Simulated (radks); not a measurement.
Results of a calculation; reference values are marked as such.
Problem. These are the eigenvalues of the occupied orbitals of an atom or ion with whole-number occupations (eV). Level of theory: scalar-relativistic Kohn-Sham, PBEsol, spin-polarised, spherical densities, point nucleus (a radial shooting solver on a logarithmic mesh with Libxc functionals).

| orbital | eigenvalue |
|---|---|
| 1s | -10229.50 |
| 2s | -1269.508 |
| 2p | -1106.537 |
| 3s | -156.0867 |
| 3p | -106.9950 |
| 3d | -27.4582 |
| 4s | -16.3627 |

Which element is it, and in what charge state? The configuration may be excited. Open shells, if any, are filled with parallel spins first.

Solution. Z = 31, gallium, charge +1: Ga+ in [Ar] 3d10 4s2. The list shows which subshells hold electrons but not how many an open one holds; the 1s level, -375.93 hartree, gives Z - s = 27.4 by -(Z - s)^2/2, which with screening and relativity narrows Z to a few neighbours, and the depths of the outer levels then fix element, charge and occupations together.
